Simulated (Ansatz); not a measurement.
Species: CH3S3, SMILES `S[C](S)S` (charge 0, multiplicity 2).

Q: Give a relaxed geometry from B3LYP-D3(BJ)/def2-TZVP (Ansatz, an electronic-structure program).

A: One answer among several that fit: the end point of this relaxation, one of several conformers (outside a Z-matrix the atoms follow the SMILES, hydrogens last).
Z-matrix (Å, degrees):
```
C
S 1 1.7479
H 2 1.3477 1 96.89
S 1 1.7479 2 118.44 3 153.95
H 4 1.3477 1 96.89 2 -50.69
S 1 1.7479 2 118.44 3 -50.69
H 6 1.3477 1 96.89 2 153.96
```
